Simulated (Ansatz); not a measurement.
`c1csc(-c2cnc(-c3cnc(-c4cncs4)s3)s2)n1`. The state is a triplet with charge 0. Geometry PBE-D4/def2-SVP, that of the neutral singlet.

| atom | x (Å) | y (Å) | z (Å) |
| --- | --- | --- | --- |
| C1 | 1.5755 | -2.8647 | -5.7181 |
| C2 | 2.8807 | -3.0618 | -5.3011 |
| S3 | 3.0846 | -2.4432 | -3.6997 |
| C4 | 1.3809 | -1.9604 | -3.7060 |
| C5 | 0.7576 | -1.3061 | -2.5772 |
| C6 | -0.5713 | -0.8879 | -2.4826 |
| N7 | -0.9327 | -0.2927 | -1.3193 |
| C8 | 0.0808 | -0.2237 | -0.4723 |
| C9 | 0.0019 | 0.3549 | 0.8433 |
| C10 | 0.9722 | 0.4978 | 1.8371 |
| N11 | 0.5737 | 1.0976 | 2.9860 |
| C12 | -0.7054 | 1.4383 | 2.9288 |
| C13 | -1.4136 | 2.0945 | 4.0019 |
| C14 | -2.7406 | 2.5140 | 4.0889 |
| N15 | -3.1060 | 3.1115 | 5.2595 |
| C16 | -2.0863 | 3.1654 | 6.0847 |
| S17 | -0.5901 | 2.4873 | 5.4896 |
| S18 | -1.5070 | 1.0247 | 1.4110 |
| S19 | 1.5889 | -0.9165 | -1.0939 |
| N20 | 0.7456 | -2.2516 | -4.8262 |
| H21 | 1.1893 | -3.1697 | -6.7018 |
| H22 | 3.7131 | -3.5277 | -5.8416 |
| H23 | -1.2937 | -1.0268 | -3.2988 |
| H24 | 2.0131 | 0.1561 | 1.7305 |
| H25 | -3.4804 | 2.3875 | 3.2837 |
| H26 | -2.1311 | 3.6031 | 7.0937 |

Single mean-field runs in def2-TZVP are fitted with def2-universal-jkfit. At PBE0-D4/def2-TZVP a singlet of charge 0 lies 1.96 eV below the triplet at the same geometry.

Q: Estimate the α-spin orbital energies around the gap (eV) in Ansatz with PBE-D4/def2-TZVP, PBE0-D4/def2-TZVP.

A: 
| orbital | PBE-D4/def2-TZVP | PBE0-D4/def2-TZVP |
| --- | --- | --- |
| HOMO−5 | -6.95 | -8.34 |
| HOMO−4 | -6.82 | -8.15 |
| HOMO−3 | -6.63 | -8.11 |
| HOMO−2 | -6.28 | -7.33 |
| HOMO−1 | -5.63 | -6.60 |
| HOMO | -3.57 | -4.18 |
| LUMO | -2.79 | -2.23 |
| LUMO+1 | -1.98 | -1.23 |
| LUMO+2 | -1.71 | -0.75 |
| LUMO+3 | -1.21 | -0.28 |
| LUMO+4 | -0.97 | 0.06 |
| LUMO+5 | -0.94 | 0.06 |
| β HOMO | -5.99 | -6.68 |
| β LUMO | -5.18 | -4.71 |
